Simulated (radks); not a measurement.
Results of a calculation; reference values are marked as such.
Question: All-electron atom: Te0.75- in [Kr] 4d10 5s2 5p(up 2.5, down 2.25) (fractional occupations, a model configuration). Code: a radial shooting solver on a logarithmic mesh with Libxc functionals. Model: scalar-relativistic Kohn-Sham, BLYP, spin-polarised, spherical densities, point nucleus. Some entries of the table are withheld. Estimate them.

orbital,occ.,eigenvalue (eV),<r> (bohr),r(max) (bohr)
1s up,1,-31628.29,0.02781,0.01794
1s down,1,-31628.28,0.02781,0.01794
2s up,1,-4845.321,0.1198,0.1014
2s down,1,-4845.318,0.1198,0.1014
2p up,3,-4349.302,0.1047,0.08122
2p down,3,-4349.297,0.1047,0.08122
3s up,1,-959.3330,0.3222,0.2926
3s down,1,-959.3278,0.3222,0.2927
3p up,3,-798.1385,0.3203,0.2863
3p down,3,-798.1326,0.3203,0.2863
3d up,5,-554.3332,0.2968,0.2378
3d down,5,-554.3276,0.2968,0.2378
4s up,1,-158.4794,0.7645,0.7008
4s down,1,-158.4670,0.7645,0.7008
4p up,3,-108.5164,0.8211,(1)
4p down,3,-108.5037,0.8211,(2)
4d up,5,(3),0.9733,0.8106
4d down,5,(4),0.9729,0.8106
5s up,1,-9.7220,2.111,1.795
5s down,1,-9.6008,2.111,1.793
5p up,2.5,-0.8976,2.895,2.203
5p down,2.25,-0.7841,2.913,2.204

Answer: 
(1) 4p up r(max) (bohr): 0.7376
(2) 4p down r(max) (bohr): 0.7377
(3) 4d up eigenvalue (eV): -35.8321
(4) 4d down eigenvalue (eV): -35.8113
